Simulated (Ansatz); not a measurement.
Calculated with Ansatz (gas phase, PBE0-D4/def2-TZVP geometries, no zero-point term in ΔE). CCSD(T)/CBS is the MP2 limit (def2-TZVPP, def2-QZVPP) plus CCSD(T) − MP2 in def2-TZVPP, frozen cores. This one scheme is used for every species, atoms too. DFT in def2-TZVPP. HSE06 is defined as in plane-wave codes. Open shells (•) are unrestricted, without spin–orbit coupling. Spin–orbit coupling would lower the free atoms: a little for B, C, F.

Consider the atomization: `CB(C)F` → B• + 2 C• + F• + 6 H•.

Problem. What is ΔE at CCSD(T)/CBS? (Best estimate.)

Solution. Ansatz gave: +4009.4 kJ/mol.

Problem. What do these levels give: BLYP-D4, HSE06-D4, BLYP, HF/def2-SVP, CCSD(T)/def2-TZVPP, MP2/def2-QZVPP? (An estimate is asked.)

Solution. The calculation gave: BLYP-D4 4007.4, HSE06-D4 4039.1, BLYP 3978.3, HF/def2-SVP 3172.7, CCSD(T)/def2-TZVPP 3931.0, MP2/def2-QZVPP 4035.2 kJ/mol.

Largest T1 diagnostic among the species: 0.014.

In def2-TZVPP, CCSD(T) changes the Hartree–Fock value by +806.7 kJ/mol (the triples alone add +42.0 kJ/mol) and MP2 by +864.9 kJ/mol; breaking electron pairs costs correlation energy, which Hartree–Fock lacks. From r2SCAN to r2SCAN0 (25 % exact exchange), in def2-TZVPP and without D4, ΔE moves by −42.6 kJ/mol: exact exchange takes away binding that semilocal exchange gives to molecules.

For atomizations the MP2-based limit and the directly extrapolated one differ by several kJ/mol either way, and by 10 to 25 for some Ge, Se and Sn compounds, so smaller differences from it don't rank the levels.
